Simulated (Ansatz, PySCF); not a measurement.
CH8FNSi2, SMILES N[SiH2][SiH2]CF. Atoms are numbered in the order given.

```xyz
13

N     -1.5673     0.2590     1.3685
Si    -1.4467    -0.3850    -0.2406
Si     0.5931     0.2448    -1.2472
C      1.7401     0.4686     0.2709
F      1.4718    -0.5378     1.1927
H     -0.7907     0.0779     1.9976
H     -1.9248     1.1990     1.4945
H     -2.6158     0.1229    -1.0220
H     -1.4976    -1.8789    -0.2024
H      0.5450     1.5583    -1.9689
H      1.1646    -0.7787    -2.1789
H      1.5409     1.4427     0.7513
H      2.8133     0.4351     0.0187
```
Charge 0, spin multiplicity 1.

Geometry: PBE0-D3(BJ)/def2-SVP. This is a generated structure with no PubChem entry under its InChIKey; it may be hypothetical. The values are those of a single conformer.

Vertical ionisation energy (IE) and electron affinity (EA) in eV. Rows of orbital energies are one-electron estimates. Where ΔSCF, EOM or ADC give a negative EA the extra electron is unbound and the value depends on the basis.

| level | IE | EA |
|---|---|---|
| −ε(HOMO), −ε(LUMO), B3LYP/def2-TZVP (PySCF) | 6.74 | 0.50 |
| −ε(HOMO), −ε(LUMO), PBE/def2-TZVP (PySCF) | 5.70 | 1.12 |
| ΔSCF, CAM-B3LYP/def2-TZVPD (Ansatz), final states of multiplicity 2 and 2 | 9.08 | -0.90 |
| ΔSCF, PBE/def2-TZVPD (Ansatz), final states of multiplicity 2 and 2 | (withheld) | (withheld) |

Question: Complete the blanks. (The exact figures need the calculation; the answer reports its results.)

Answer: 
- ΔSCF, PBE/def2-TZVPD (Ansatz, a quantum-chemistry and plane-wave program), final states of multiplicity 2 and 2, IE: 8.63
- ΔSCF, PBE/def2-TZVPD (Ansatz), final states of multiplicity 2 and 2, EA: -0.56

Question: What vertical singlet–triplet gap does ΔSCF give with CAM-B3LYP/def2-TZVPD (Ansatz) and with PBE/def2-TZVPD (Ansatz)? (Estimate from the structure and the level; the computed values follow.)

Answer: 5.08 and 4.37 eV (triplet above singlet where positive).
